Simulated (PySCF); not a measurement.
AgCl, SMILES [Cl][Ag], multiplicity 1. Geometry: B3LYP-D3(BJ)/def2-TZVPD. The spin state was assumed, not searched. The def2 effective core potentials stand for the cores of Ag; spin–orbit coupling is left out.

Calculation: B3LYP-D3(BJ)/def2-TZVPD (PySCF).

Harmonic wavenumbers (cm⁻¹): 320. Rotational constants (GHz): 3.546 (linear); symmetry number 1.

Work out the zero-point energy and the ideal-gas rigid-rotor harmonic-oscillator thermochemistry at 298.15 K and 1 atm.

ZPE = ½ Σ hcν = ½ × 320 cm⁻¹ = 0.46 kcal/mol. H − E(el) = 2.78 kcal/mol. Entropy in cal/(mol K): translation 40.79, rotation 16.83, vibration 1.31, total 58.93. G − E(el) = -14.79 kcal/mol. Cp = 8.59 cal/(mol K).
